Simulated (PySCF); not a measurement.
C3H4O2Si, SMILES C(=O)([SiH2]C#C)O. Atoms are numbered in the order given.

```xyz
10

C     -0.6459    -2.8829     0.0000
C     -0.0002    -1.8518     0.0000
Si     0.9649    -0.2998     0.0000
C     -0.1570     1.2659     0.0000
O      0.3260     2.3689     0.0000
O     -1.4742     1.0445     0.0000
H     -1.2199    -3.7929     0.0000
H      1.8107    -0.2109     1.2211
H      1.8107    -0.2109    -1.2211
H     -1.9058     1.9176     0.0000
```

Geometry: PBE0-D3(BJ)/def2-SVP. The structure was generated by enumeration, and PubChem lists no compound with its InChIKey, so it may never have been made. The values are those of a single conformer.

Two levels are set side by side: PBE/pcSseg-1 (PySCF) and B3LYP/pcSseg-1 (PySCF). GIAO shifts against H2O (¹⁷O), TMS (²⁹Si), TMS (¹H), TMS (¹³C) at the same level; non-relativistic, no solvent, atoms listed together averaged. Differences are taken from unrounded values.

| quantity | PBE |
|---|---|
| δ(¹³C) of C1 (ppm) | 105.1 |
| δ(¹³C) of C2 (ppm) | 81.7 |
| δ(²⁹Si) of Si3 (ppm) | -93.0 |
| δ(¹³C) of C4 (ppm) | 177.8 |
| δ(¹⁷O) of O5 (ppm) | 502.5 |
| δ(¹⁷O) of O6 (ppm) | 259.1 |
| δ(¹H) of H7 (ppm) | 2.67 |
| δ(¹H) of H8, H9 (ppm) | 4.81 |
| δ(¹H) of H10 (ppm) | 6.57 |

Problem. These are the PBE values. What does B3LYP give? (Estimate from the structure and the level; the computed values follow.)

Solution. 
```json
[
 {"quantity": "δ(¹³C) of C1 (ppm)", "B3LYP": "106.2", "PBE minus B3LYP": "-1.1"},
 {"quantity": "δ(¹³C) of C2 (ppm)", "B3LYP": "82.3", "PBE minus B3LYP": "-0.6"},
 {"quantity": "δ(²⁹Si) of Si3 (ppm)", "B3LYP": "-89.2", "PBE minus B3LYP": "-3.8"},
 {"quantity": "δ(¹³C) of C4 (ppm)", "B3LYP": "184.1", "PBE minus B3LYP": "-6.3"},
 {"quantity": "δ(¹⁷O) of O5 (ppm)", "B3LYP": "511.5", "PBE minus B3LYP": "-9.0"},
 {"quantity": "δ(¹⁷O) of O6 (ppm)", "B3LYP": "248.4", "PBE minus B3LYP": "10.7"},
 {"quantity": "δ(¹H) of H7 (ppm)", "B3LYP": "2.68", "PBE minus B3LYP": "-0.01"},
 {"quantity": "δ(¹H) of H8, H9 (ppm)", "B3LYP": "4.63", "PBE minus B3LYP": "0.18"},
 {"quantity": "δ(¹H) of H10 (ppm)", "B3LYP": "6.60", "PBE minus B3LYP": "-0.03"}
]
```

Rough cost on one machine, each run with all the roots and properties that it gave: B3LYP against PBE within a factor of 2.
